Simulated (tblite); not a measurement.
A geometry optimisation, step by step.

Species: C6H16BPSi.
Atom-mapped SMILES: `[BH3-:1][P@@+:2]1([C:3]([CH3:4])([CH3:5])[CH3:6])[CH:7]=[C:8]1[SiH3:9]` (hydrogens: H10, H11, H12 on B1; H13, H14, H15 on C4; H16, H17, H18 on C5; H19, H20, H21 on C6; H22 on C7; H23, H24, H25 on Si9)
Bond orders are those of one Lewis drawing.

Computed with GFN2-xTB (tblite), gas phase: L-BFGS steps from a force-field or distance-geometry start until the largest atomic force falls under 0.01 eV/Å. 5 of its 124 geometries are shown.

Step 0: E = -717.7995 eV, largest atomic force 3.167 eV/Å
```
atom  x, y, z in Å  |  force x, y, z in eV/Å
B1      0.889    2.306    0.492   -0.079   0.902   0.347
P2      0.469    0.547   -0.050    1.498   1.910   0.185
C3     -1.141   -0.139    0.238   -2.987  -1.023  -0.243
C4     -2.122    1.054    0.105    1.428   1.121   0.003
C5     -1.382   -0.735    1.596   -0.925   0.074   1.633
C6     -1.608   -1.135   -0.821   -0.600  -0.552  -0.303
C7      1.295    0.018   -1.554   -0.357  -0.220  -0.062
C8      1.883   -0.469   -0.451   -0.048  -0.808  -1.010
Si9     3.264   -1.535    0.187    0.989   0.245   0.283
H10     0.064    2.658    1.271   -0.020  -0.032   0.279
H11     1.981    2.336    0.949    0.159  -0.222   0.006
H12     0.802    2.984   -0.476    0.032   0.037  -0.330
H13    -3.173    0.757    0.171    0.446   0.195  -0.027
H14    -1.842    1.799    0.895   -0.635  -0.518  -0.654
H15    -1.856    1.529   -0.868   -0.718  -0.127   0.530
H16    -2.451   -1.097    1.642    1.048   0.251   0.002
H17    -1.297    0.043    2.402    0.115  -0.653  -0.666
H18    -0.731   -1.570    1.859    0.024   0.091  -0.156
H19    -1.046   -0.992   -1.748   -0.166  -0.273   0.072
H20    -2.693   -0.986   -1.033    0.800  -0.102   0.016
H21    -1.526   -2.163   -0.448    0.313   0.156  -0.355
H22     1.251    0.107   -2.638    0.419  -0.164   0.651
H23     4.260   -0.606    0.824   -0.471  -0.388  -0.179
H24     2.724   -2.487    1.170    0.000   0.081  -0.155
H25     3.975   -2.197   -0.926   -0.265   0.020   0.133
```

Step 31: E = -718.5797 eV, largest atomic force 0.135 eV/Å
```
atom  x, y, z in Å  |  force x, y, z in eV/Å
B1      0.993    2.499    0.584   -0.030  -0.062  -0.030
P2      0.440    0.716   -0.006    0.071  -0.058   0.056
C3     -1.254   -0.092    0.185    0.026  -0.128  -0.033
C4     -2.246    1.059    0.014    0.060  -0.066   0.024
C5     -1.335   -0.694    1.585   -0.013   0.026   0.081
C6     -1.497   -1.169   -0.865   -0.038  -0.063  -0.104
C7      1.212   -0.029   -1.448    0.023   0.075  -0.047
C8      1.671   -0.604   -0.342    0.044   0.058  -0.050
Si9     3.142   -1.613    0.231   -0.100   0.047  -0.030
H10     0.334    2.769    1.531    0.005  -0.035   0.080
H11     2.148    2.327    0.803    0.052   0.070   0.015
H12     0.769    3.186   -0.356    0.005   0.089  -0.046
H13    -3.261    0.702    0.179   -0.033   0.093  -0.004
H14    -2.023    1.855    0.723   -0.042  -0.013   0.022
H15    -2.171    1.477   -0.991   -0.035  -0.054   0.027
H16    -2.341   -1.052    1.797   -0.021  -0.026  -0.032
H17    -1.074    0.045    2.339    0.011   0.120   0.036
H18    -0.641   -1.529    1.685   -0.012   0.012  -0.038
H19    -1.110   -0.872   -1.838   -0.029   0.081  -0.034
H20    -2.567   -1.340   -0.971    0.002  -0.103   0.047
H21    -1.014   -2.108   -0.595   -0.022   0.065   0.021
H22     1.347    0.016   -2.509    0.035  -0.059   0.007
H23     4.054   -0.650    0.850    0.037  -0.067  -0.023
H24     2.737   -2.642    1.188   -0.071   0.004   0.018
H25     3.676   -2.233   -0.984    0.075  -0.006   0.039
```

Step 62: E = -718.6791 eV, largest atomic force 0.073 eV/Å
```
atom  x, y, z in Å  |  force x, y, z in eV/Å
B1      0.981    2.525    0.643   -0.012  -0.008  -0.037
P2      0.461    0.792   -0.104   -0.068   0.015   0.003
C3     -1.214   -0.074    0.129    0.051   0.029  -0.011
C4     -2.266    1.024   -0.035    0.004  -0.041  -0.008
C5     -1.235   -0.613    1.558    0.015   0.004  -0.008
C6     -1.425   -1.209   -0.866   -0.005   0.043   0.015
C7      1.275    0.073   -1.544   -0.062   0.034  -0.009
C8      1.718   -0.504   -0.435   -0.034  -0.024   0.014
Si9     2.983   -1.682    0.270    0.046  -0.045   0.034
H10     0.537    2.550    1.744   -0.018  -0.017   0.012
H11     2.168    2.466    0.593    0.020   0.008  -0.013
H12     0.505    3.336   -0.084   -0.021   0.011   0.027
H13    -3.260    0.642    0.199    0.006  -0.010  -0.010
H14    -2.050    1.856    0.636    0.017  -0.038  -0.036
H15    -2.273    1.401   -1.057    0.020   0.000   0.011
H16    -2.215   -1.026    1.796   -0.013   0.007   0.012
H17    -1.016    0.187    2.263    0.018   0.001   0.026
H18    -0.492   -1.399    1.679    0.032   0.002   0.015
H19    -1.487   -0.833   -1.886    0.027   0.002   0.036
H20    -2.353   -1.731   -0.634   -0.013   0.018  -0.029
H21    -0.609   -1.928   -0.809   -0.015   0.008  -0.004
H22     1.400    0.092   -2.605    0.042  -0.014  -0.015
H23     3.977   -0.898    0.996    0.008   0.017  -0.006
H24     2.294   -2.600    1.181   -0.034  -0.005  -0.018
H25     3.586   -2.422   -0.841   -0.011   0.002  -0.001
```

Step 92: E = -718.6960 eV, largest atomic force 0.026 eV/Å
```
atom  x, y, z in Å  |  force x, y, z in eV/Å
B1      0.932    2.534    0.664    0.000  -0.002  -0.002
P2      0.465    0.829   -0.164    0.025   0.007   0.005
C3     -1.178   -0.060    0.117   -0.003  -0.001   0.005
C4     -2.262    1.004   -0.051   -0.001  -0.005   0.001
C5     -1.144   -0.568    1.557   -0.009  -0.003   0.000
C6     -1.391   -1.206   -0.862   -0.008   0.001   0.005
C7      1.286    0.073   -1.582    0.007  -0.004   0.006
C8      1.711   -0.485   -0.457    0.004   0.001   0.001
Si9     2.907   -1.716    0.286   -0.010  -0.004  -0.015
H10     0.624    2.406    1.807    0.006  -0.001  -0.006
H11     2.104    2.606    0.476    0.004  -0.001  -0.011
H12     0.294    3.357    0.092   -0.005   0.010   0.004
H13    -3.246    0.590    0.168   -0.003   0.002   0.011
H14    -2.076    1.838    0.624   -0.002  -0.001  -0.013
H15    -2.267    1.383   -1.073    0.000   0.005   0.007
H16    -2.105   -0.997    1.840   -0.001  -0.005  -0.007
H17    -0.920    0.253    2.238   -0.003  -0.010  -0.005
H18    -0.374   -1.330    1.672   -0.012   0.003   0.006
H19    -1.378   -0.843   -1.888    0.008  -0.014   0.003
H20    -2.356   -1.676   -0.678    0.007   0.000   0.001
H21    -0.614   -1.962   -0.753   -0.004   0.008  -0.002
H22     1.432    0.063   -2.642    0.005  -0.001   0.008
H23     3.901   -0.978    1.059   -0.008  -0.003  -0.006
H24     2.128   -2.614    1.145    0.001   0.004  -0.002
H25     3.518   -2.477   -0.807    0.000   0.014   0.006
```

Step 123: E = -718.6981 eV, largest atomic force 0.007 eV/Å
```
atom  x, y, z in Å  |  force x, y, z in eV/Å
B1      0.945    2.543    0.656    0.004   0.005   0.000
P2      0.465    0.832   -0.148   -0.001   0.002  -0.001
C3     -1.180   -0.061    0.121    0.004   0.000   0.004
C4     -2.265    1.000   -0.055    0.000  -0.002   0.002
C5     -1.163   -0.571    1.561   -0.001  -0.001   0.003
C6     -1.380   -1.211   -0.858    0.001   0.000   0.001
C7      1.288    0.085   -1.571    0.001   0.000  -0.002
C8      1.713   -0.479   -0.448   -0.003  -0.002   0.000
Si9     2.900   -1.722    0.283    0.000  -0.001   0.003
H10     0.731    2.405    1.819    0.000   0.001  -0.004
H11     2.098    2.640    0.377    0.000   0.000   0.002
H12     0.248    3.355    0.139   -0.001  -0.004   0.006
H13    -3.245    0.595    0.191   -0.004  -0.001  -0.005
H14    -2.066    1.849    0.598   -0.004   0.003  -0.001
H15    -2.286    1.358   -1.084    0.001  -0.001   0.002
H16    -2.124   -1.010    1.825   -0.002   0.000   0.001
H17    -0.957    0.249    2.248   -0.002   0.003  -0.003
H18    -0.389   -1.328    1.688    0.001   0.002  -0.002
H19    -1.340   -0.855   -1.886   -0.002   0.000   0.004
H20    -2.352   -1.673   -0.692    0.004   0.000   0.000
H21    -0.611   -1.971   -0.727   -0.004   0.004   0.000
H22     1.440    0.083   -2.629    0.000  -0.001  -0.004
H23     3.883   -1.000    1.085   -0.002   0.000   0.000
H24     2.110   -2.637    1.115    0.005  -0.002  -0.005
H25     3.527   -2.454   -0.819    0.004  -0.002   0.001
```

**Question.** Summarise the path.

**Answer.** The energy falls by 0.8986 eV from step 0 to step 123; nine tenths of that is first reached at step 36. It falls at every step. The largest force goes from 3.167 to 0.007 eV/Å. Among the bonds P2–C3 changes most, from 1.774 to 1.891 Å; the atoms move by 0.509 Å rms after alignment.
